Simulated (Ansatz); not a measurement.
Ansatz results at the PBE0-D4/def2-TZVP geometry: HOMO–LUMO gap (ωB97M-V/def2-TZVPP) 8.36 eV; HOMO energy (PBE0/def2-TZVPP) -6.57 eV; HOMO–LUMO gap (B3LYP/def2-TZVPP) 4.49 eV.

Each molecule was computed in one conformer, which needn't be the lowest.

Q: Which molecule gave them?
A. `NCB(O)Cl`
B. `O[SiH2][Zn][SiH3]`
C. `[SiH3]C[AsH2]`
D. `B[SiH2][SiH2]CF`

A: B. The others give `NCB(O)Cl`: 11.19, -6.97, 6.52; `B[SiH2][SiH2]CF`: 10.47, -7.43, 6.26; `[SiH3]C[AsH2]`: 10.96, -7.20, 6.78.

B3LYP here is the variant with VWN-RPA as its local correlation; programs differ in this.
